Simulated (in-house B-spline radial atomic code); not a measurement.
# Ionising Fe VIII (Fe7+) with different functionals

Computed with a B-spline radial code for spherical atoms: scalar-relativistic (spin-free X2C) Hamiltonian, Fermi nucleus of rms radius 3.7377 fm, spin-polarised at highest spin, spherical fractional occupations for the functionals, and exact exchange of hybrids averaged over the configuration. The ionisation energy is the difference of two self-consistent energies, [Ar] 3d1 → [Ne] 3s2 3p6, without Breit or QED terms; ε is the level of the shell that loses the electron (its least bound occupied spin orbital).

| method | rung | ΔSCF (eV) | -ε(3d) (eV) |
| --- | --- | --- | --- |
| PBE0 | global hybrid | ? | ? |
| B3LYP | global hybrid | 151.40 | 140.76 |
| TPSSh | global hybrid | 150.95 | 138.89 |
| BHandHLYP | global hybrid | 151.18 | 145.00 |
| r2SCAN0 | global hybrid | ? | ? |
| B97-1 | global hybrid | 151.21 | 140.72 |
| HSE06 | range-separated hybrid | 151.18 | 140.86 |
| wB97X | range-separated hybrid | 150.96 | 143.40 |
| CAM-B3LYP | range-separated hybrid | 151.35 | 142.77 |
| LC-wPBE | range-separated hybrid | 151.28 | 143.38 |

What does PBE0 give?

ΔSCF 151.23 eV, and -ε(3d) = 141.34 eV.

What does r2SCAN0 give?

ΔSCF 150.72 eV, and -ε(3d) = 141.05 eV.

Among the functionals, which spreads more, the ΔSCF values or the orbital energies?

The orbital energies: ΔSCF values span about 0.68 eV and the orbital energies 6.10 eV; here energy differences depend much less on the functional than eigenvalues do.

How do they compare with the NIST value?

NIST lists 151.06 eV ± 0.012 (measured, ground level to ground level). Errors run from -0.34 to +0.34 eV; wB97X is closest (-0.10 eV), though others lie within the uncertainty of it, and part of that can be cancellation, since the calculations leave out spin-orbit coupling, Breit-QED terms, multiplet and fine-structure energies.
